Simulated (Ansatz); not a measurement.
Cost and result for the atomization energy of `C[SiH][SiH2]C` radical (13 atoms, 12 bonds).

Cartesian coordinates in Å:
```
C 1.8816 0.8123 -1.1168
Si 0.5030 1.4894 -0.0283
Si -0.6120 -0.0958 1.2628
C -1.5265 -1.4043 0.2676
H 2.5834 0.2185 -0.5277
H 1.4753 0.1747 -1.9079
H 2.4356 1.6249 -1.5918
H -0.4253 2.3371 -0.8361
H -1.5710 0.6222 2.1493
H 0.3992 -0.7589 2.1363
H -2.2870 -0.9455 -0.3677
H -2.0197 -2.1169 0.9336
H -0.8365 -1.9577 -0.3732
```

Total charge 0; spin multiplicity 2. Geometry: relaxed with PBE0-D4/def2-TZVP. It is one conformer, not always the lowest. Program: Ansatz. All runs use 2 threads of an AMD EPYC 7R13 on a shared host and a share of an NVIDIA H100 80 GB. Times are those of one run each, without the atoms' runs, and a repeat can differ threefold. Electronic energies, without spin–orbit coupling; frozen cores. CCSD(T)/CBS adds CCSD(T) − MP2 in def2-TZVPP to the MP2 limit, and its time is that of the two runs behind it. T1 = 0.013; ⟨S²⟩ of the reference is 0.76.

CCSD(T)/CBS is a level of theory with its own doubt, some kJ/mol a heavy atom from the limit and from the frozen cores, so smaller differences don't rank the functionals.

| level | functions | wall time |
| --- | --- | --- |
| PBE-QIDH/def2-TZVPP | 272 | 6.5 s |
| CCSD(T)/def2-SVP | 109 | 6.5 s |
| LDA (SPW92)/def2-TZVPP | 272 | 7 s |
| BLYP-D4/def2-TZVPP | 272 | 7.5 s |
| PBE-D4/def2-TZVPP (with forces) | 272 | 8 s |
| r2SCANh-D4/def2-TZVPP | 272 | 8.5 s |
| B97M-V/def2-TZVPP | 272 | 9 s |
| B2PLYP/def2-TZVPP | 272 | 9 s |
| r2SCAN-D4/def2-TZVPP (with forces) | 272 | 9.5 s |
| MP2/def2-QZVPP | 524 | 9.5 s |
| BHLYP-D4/def2-TZVPP | 272 | 11 s |
| CCSD(T)/def2-TZVPP | 272 | 18 s |
| CCSD(T)/CBS(def2) | – | 27 s |

**Question.** What atomization energy does each give, and how far from CCSD(T)/CBS? (Estimate.)

**Answer.** Ansatz gave: 
| level | atomization (kcal/mol) | difference from CCSD(T)/CBS | per bond |
| --- | --- | --- | --- |
| PBE-QIDH/def2-TZVPP | 1043.8 | -5.1 | -0.4 |
| CCSD(T)/def2-SVP | 993.3 | -55.6 | -4.6 |
| LDA (SPW92)/def2-TZVPP | 1167.7 | 118.8 | 9.9 |
| BLYP-D4/def2-TZVPP | 1040.7 | -8.2 | -0.7 |
| PBE-D4/def2-TZVPP (with forces) | 1054.8 | 5.9 | 0.5 |
| r2SCANh-D4/def2-TZVPP | 1051.9 | 3.0 | 0.2 |
| B97M-V/def2-TZVPP | 1055.7 | 6.8 | 0.6 |
| B2PLYP/def2-TZVPP | 1036.8 | -12.1 | -1.0 |
| r2SCAN-D4/def2-TZVPP (with forces) | 1054.6 | 5.7 | 0.5 |
| MP2/def2-QZVPP | 1037.5 | -11.4 | -0.9 |
| BHLYP-D4/def2-TZVPP | 1036.7 | -12.2 | -1.0 |
| CCSD(T)/def2-TZVPP | 1025.8 | -23.1 | -1.9 |
| CCSD(T)/CBS(def2) | 1048.9 | 0.0 | 0.0 |

From BLYP to BHLYP (50 % exact exchange), in def2-TZVPP and without D4, the atomization energy moves by +1.5 kcal/mol. In def2-TZVPP, CCSD(T) changes the Hartree–Fock value by +219.3 kcal/mol (the triples alone add +9.8 kcal/mol) and MP2 by +217.4 kcal/mol; breaking electron pairs costs correlation energy, which Hartree–Fock lacks. At CCSD(T), def2-SVP lies −55.6 kcal/mol from the extrapolated value and def2-TZVPP −23.1 kcal/mol: correlation converges slowly with the basis, and small sets miss more of it in the bonded molecule than in its fragments.
